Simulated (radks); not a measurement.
Results of a calculation; reference values are marked as such.
Ionisation ladder of germanium, from Ge XXIII to Ge XXXII. Each ion is in the ground configuration listed by NIST, and IE = E(next ion) - E(this ion), with E = 0 for the bare nucleus. Code: a radial shooting solver on a logarithmic mesh with Libxc functionals. Model: non-relativistic Kohn-Sham, LDA (Slater exchange, Perdew-Wang correlation), spin-unpolarised, spherical densities, point nucleus.

| species | configuration | IE, Delta-SCF (eV) | -e(HOMO) (eV) | HOMO | <r> HOMO (bohr) |
|---|---|---|---|---|---|
| Ge XXIII | [Ne] | ? | 2116.5 | 2p | 0.181 |
| Ge XXIV | [He] 2s2 2p5 | 2306.5 | 2242.5 | 2p | 0.179 |
| Ge XXV | [He] 2s2 2p4 | 2435.9 | 2370.8 | 2p | 0.176 |
| Ge XXVI | [He] 2s2 2p3 | 2567.5 | 2501.4 | 2p | 0.174 |
| Ge XXVII | [He] 2s2 2p2 | 2700.8 | 2633.9 | 2p | 0.171 |
| Ge XXVIII | [He] 2s2 2p1 | ? | 2767.8 | 2p | 0.169 |
| Ge XXIX | [He] 2s2 | ? | 2969.3 | 2s | 0.197 |
| Ge XXX | [He] 2s1 | 3131.4 | 3080.5 | 2s | 0.195 |
| Ge XXXI | [He] | 13405.2 | 13166.9 | 1s | 0.0475 |
| Ge XXXII | 1s1 | ? | 13639.7 | 1s | 0.0471 |

Estimate the withheld Delta-SCF values.

Answer. Ge XXIII: 2179.3 eV (NIST 2178.2); Ge XXVIII: 2835.1 eV (NIST 2882); Ge XXIX: 3025.3 eV (NIST 3074); Ge XXXII: 13849.0 eV (NIST 14119.4).

Beside tabulated values, note that spin-unpolarised runs miss the spin-polarisation part of the exchange energy of open shells.
